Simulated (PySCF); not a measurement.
B(H)(OH)(SH) (BH3OS), SMILES OBS.

Geometry: TPSSh-D3(BJ)/def2-TZVP. Other conformers were not sampled.

Vertical ionisation energy (IE) and electron affinity (EA) in eV. Rows of orbital energies are one-electron estimates. Where ΔSCF, EOM or ADC give a negative EA the extra electron is unbound and the value depends on the basis.

| level | IE | EA |
|---|---|---|
| −ε(HOMO), −ε(LUMO), ωB97X/def2-TZVPD (PySCF) | 10.34 | -1.14 |
| ADC(2)/aug-cc-pVDZ (PySCF) | (withheld) | (withheld) |

Question: Some entries are withheld; supply them. (Estimate from the structure and the level; the computed values follow.)

Answer: 
- ADC(2)/aug-cc-pVDZ (PySCF), IE: 10.01
- ADC(2)/aug-cc-pVDZ (PySCF), EA: -0.51

Question: Beyond the first one, list the lowest photoelectron lines from ADC(2)/aug-cc-pVDZ (PySCF) with their pole strengths (two spins summed). (Estimate from the structure and the level; the computed values follow.)

Answer: 11.10 eV (1.79), 12.61 eV (1.74), 12.95 eV (1.82), 14.07 eV (1.74), 15.86 eV (1.79).
